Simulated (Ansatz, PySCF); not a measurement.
Approach curve of the dimer C2H6 ··· Li+ (SMILES CC and [Li+]) (charge +1). Monomers: optimised at B3LYP-D3(BJ) (def2-TZVP), held rigid. Orientation: lowest of the rigid-body minima from ten starts at GFN2-xTB. Only R, the distance of the centres of mass, is varied, so the lowest point isn't the relaxed dimer.

Levels: RKS-BP86/6-31G* = restricted BP86/6-31G*, spherical d, no counterpoise correction (PySCF); CCSD(T)/aug-cc-pVTZ = CCSD(T) on RHF/aug-cc-pVTZ, frozen orbitals C 1 H 0 Li 0, counterpoise-corrected in Ansatz (a first-principles code).

Interaction energies in kcal/mol:

| R / Å | RKS-BP86/6-31G* |
|---|---|
| 2.22 | -13.20 |
| 2.40 | -12.81 |
| 2.55 | -11.81 |
| 2.72 | -10.39 |
| 3.13 | -7.03 |
| 3.32 | -5.76 |
| 3.98 | -2.89 |
| 4.56 | -1.65 |
| 5.56 | -0.71 |
| 6.95 | -0.24 |

What does CCSD(T)/aug-cc-pVTZ give at the same points?

2.22: -14.12; 2.40: -13.10; 2.55: -11.76; 2.72: -10.11; 3.13: -6.58; 3.32: -5.32; 3.98: -2.58; 4.56: -1.45; 5.56: -0.62; 6.95: -0.23 (kcal/mol).
